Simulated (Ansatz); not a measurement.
Reactions of GeH$_{4}$S$_{2}$, SMILES `S[S][GeH3]`.

Computed with Ansatz on PBE0-D4/def2-TZVP structures; ΔE is electronic, products minus reactants. CBS: MP2 limit from def2 TZ/QZ plus the TZ coupled-cluster correction, frozen cores. This one scheme is used for every species. DFT in def2-TZVPP. B3LYP here is the variant with VWN-RPA as its local correlation; programs differ in this. For Ge outer-core shells are correlated without core-valence functions, which leaves a few kJ/mol of doubt a bond. Scalar relativity is left out up to krypton. Each species was taken in one conformer, which may not be the lowest.

| reaction | CCSD/CBS(def2) (kJ/mol) | HF/CBS(def2) (kJ/mol) | B2PLYP (kJ/mol) | B3LYP-D4 (kJ/mol) | CCSD(T)/CBS(def2) (kJ/mol) |
| --- | --- | --- | --- | --- | --- |
| `S[S][GeH3]` + `N[SiH](F)Cl` → `F[SiH](Cl)[NH][GeH3]` + `SS` | 33 | 29 | 36 | 38 | 35 |
| `S[S][GeH3]` + `N[SiH](O)O` → `O[SiH](O)[NH][GeH3]` + `SS` | 34 | 28 | 37 | 38 | 36 |
| `S[S][GeH3]` + `OB(O)O` → `OB(O)[O][GeH3]` + `SS` | 17 | 3 | 15 | 18 | 19 |
| `S[S][GeH3]` + `NB(O)Cl` → `NB(Cl)[O][GeH3]` + `SS` | 27 | 14 | 27 | 29 | 29 |
| `S[S][GeH3]` + `[CH3][Al]([OH])[F]` → `[CH3][Al]([F])[O][GeH3]` + `SS` | 10 | -10 | 8 | 12 | 13 |
| `S[S][GeH3]` + `CC=N` → `C/C=[N]\[GeH3]` + `SS` | 54 | 54 | 54 | 55 | 54 |

Largest T1 diagnostic: 0.013, for `C/C=[N]\[GeH3]`.
